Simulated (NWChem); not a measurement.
System: C3H5 cation

The following NWChem deck was run.

```
start job
memory heap 200 mb stack 900 mb global 1100 mb
charge 1
geometry units angstroms
  C     -1.191619     0.000000     0.207259
  C      0.000000     0.000000    -0.498564
  C      1.191619     0.000000     0.207259
  H     -2.154686     0.000000    -0.300896
  H     -1.206228     0.000000     1.296434
  H      0.000000     0.000000    -1.585153
  H      2.154686     0.000000    -0.300896
  H      1.206228     0.000000     1.296434
end
basis spherical
  C library def2-svp
  H library def2-svp
end
dft
  xc becke88 lyp
  iterations 150
end
driver
  maxiter 120
end
task dft optimize
task dft freq
```

Excerpt of the output:

```
             Northwest Computational Chemistry Package (NWChem) 7.3.0
             --------------------------------------------------------

 C2V symmetry detected

                             Geometry "geometry" -> ""
                             -------------------------

 Output coordinates in angstroms (scale by  1.889725989 to convert to a.u.)

  No.       Tag          Charge          X              Y              Z
 ---- ---------------- ---------- -------------- -------------- --------------
    1 C                    6.0000    -1.19161900     0.00000000     0.21153522
    2 C                    6.0000     0.00000000     0.00000000    -0.49428778
    3 C                    6.0000     1.19161900     0.00000000     0.21153522
    4 H                    1.0000    -2.15468600     0.00000000    -0.29661978
    5 H                    1.0000    -1.20622800     0.00000000     1.30071022
    6 H                    1.0000     0.00000000     0.00000000    -1.58087678
    7 H                    1.0000     2.15468600     0.00000000    -0.29661978
    8 H                    1.0000     1.20622800     0.00000000     1.30071022

 Effective nuclear repulsion energy (a.u.)      65.1527482104

      Symmetry information
      --------------------

 Group name             C2v
 Group number             16
 Group order               4
 No. of unique centers     5

                                Z-matrix (autoz)
                                --------

 Units are Angstrom for bonds and degrees for angles

[...]

      ----------------------
      Optimization converged
      ----------------------

  Step       Energy      Delta E   Gmax     Grms     Xrms     Xmax
  ---- ---------------- -------- -------- -------- -------- --------
@    4    -116.81898778 -8.0D-08  0.00005  0.00001  0.00036  0.00082
                                     ok       ok       ok       ok

                                Z-matrix (autoz)
                                --------

 Units are Angstrom for bonds and degrees for angles

[...]

 Rotational Constants
 --------------------
 A=   1.651914 cm-1  (  2.376682 K)
 B=   0.354210 cm-1  (  0.509618 K)
 C=   0.291669 cm-1  (  0.419638 K)

 Temperature                      =   298.15K
 frequency scaling parameter      =   1.0000

 Zero-Point correction to Energy  =   41.400 kcal/mol  (  0.065974 au)
 Thermal correction to Energy     =   43.847 kcal/mol  (  0.069875 au)
 Thermal correction to Enthalpy   =   44.440 kcal/mol  (  0.070819 au)

 Total Entropy                    =   60.648 cal/mol-K
   - Translational                =   37.047 cal/mol-K (mol. weight =  41.0391)
   - Rotational                   =   20.388 cal/mol-K (symmetry #  =        2)
   - Vibrational                  =    3.214 cal/mol-K

 Cv (constant volume heat capacity) =   12.451 cal/mol-K
   - Translational                  =    2.979 cal/mol-K
   - Rotational                     =    2.979 cal/mol-K
   - Vibrational                    =    6.492 cal/mol-K

[normal modes left out]

 ----------------------------------------------------------------------------
 Normal Eigenvalue ||           Projected Infra Red Intensities
  Mode   [cm**-1]  || [atomic units] [(debye/angs)**2] [(KM/mol)] [arbitrary]
 ------ ---------- || -------------- ----------------- ---------- -----------
    1       -0.000 ||    0.010687           0.247        10.419       5.284
    2       -0.000 ||    0.024192           0.558        23.583      11.960
    3        0.000 ||    0.001003           0.023         0.978       0.496
    4        0.000 ||    0.014140           0.326        13.785       6.991
    5        0.000 ||    0.024367           0.562        23.754      12.046
    6        0.000 ||    0.000436           0.010         0.425       0.215
    7      323.116 ||    0.010963           0.253        10.687       5.420
    8      424.286 ||    0.000431           0.010         0.421       0.213
    9      569.111 ||    0.000000           0.000         0.000       0.000
   10      919.240 ||    0.002169           0.050         2.114       1.072
   11     1008.322 ||    0.030617           0.706        29.847      15.137
   12     1011.743 ||    0.000938           0.022         0.915       0.464
   13     1103.418 ||    0.016172           0.373        15.765       7.995
   14     1104.381 ||    0.000000           0.000         0.000       0.000
   15     1256.160 ||    0.029622           0.683        28.877      14.645
   16     1256.493 ||    0.003482           0.080         3.394       1.721
   17     1386.119 ||    0.079266           1.829        77.272      39.188
   18     1484.446 ||    0.010540           0.243        10.275       5.211
   19     1574.138 ||    0.161734           3.731       157.666      79.959
   20     3053.868 ||    0.001906           0.044         1.858       0.942
   21     3054.857 ||    0.016724           0.386        16.303       8.268
   22     3111.750 ||    0.007032           0.162         6.856       3.477
   23     3165.509 ||    0.012748           0.294        12.427       6.302
   24     3166.299 ||    0.026282           0.606        25.621      12.993
 ----------------------------------------------------------------------------
```

Level: BLYP/def2-SVP.
